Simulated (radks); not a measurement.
Spin polarisation of the 2p1 shell in B. Start: [He] 2s2 2p(up 0.5, down 0.5); electrons of 2p are moved from spin down to spin up, other shells keep equal spins. All-electron calculation, scalar-relativistic Kohn-Sham, PBE, spin-polarised, spherical densities, point nucleus. Program: a radial shooting solver on a logarithmic mesh with Libxc functionals.

[
 {"moment (Bohr magnetons)": "0", "E - E(0) (eV)": "0.000", "e(2p up) (eV)": "-3.607", "e(2p down) (eV)": "-3.607", "2s down minus up (eV)": "0.000"},
 {"moment (Bohr magnetons)": "0.25", "E - E(0) (eV)": "-0.017", "e(2p up) (eV)": "-3.732", "e(2p down) (eV)": "-3.467", "2s down minus up (eV)": "0.298"},
 {"moment (Bohr magnetons)": "0.5", "E - E(0) (eV)": "-0.066", "e(2p up) (eV)": "-3.842", "e(2p down) (eV)": "-3.310", "2s down minus up (eV)": "0.597"},
 {"moment (Bohr magnetons)": "0.75", "E - E(0) (eV)": "-0.150", "e(2p up) (eV)": "-3.938", "e(2p down) (eV)": "-3.137", "2s down minus up (eV)": "0.898"},
 {"moment (Bohr magnetons)": "1", "E - E(0) (eV)": "-0.267", "e(2p up) (eV)": "-4.019", "e(2p down) (eV)": "-2.944", "2s down minus up (eV)": "1.202"}
]

At moment 1 the spin-polarisation energy is -0.267 eV and the 2p exchange splitting 1.075 eV, that is 1.075 eV per Bohr magneton; E = -I m^2/4 would give I = 1.067 eV.
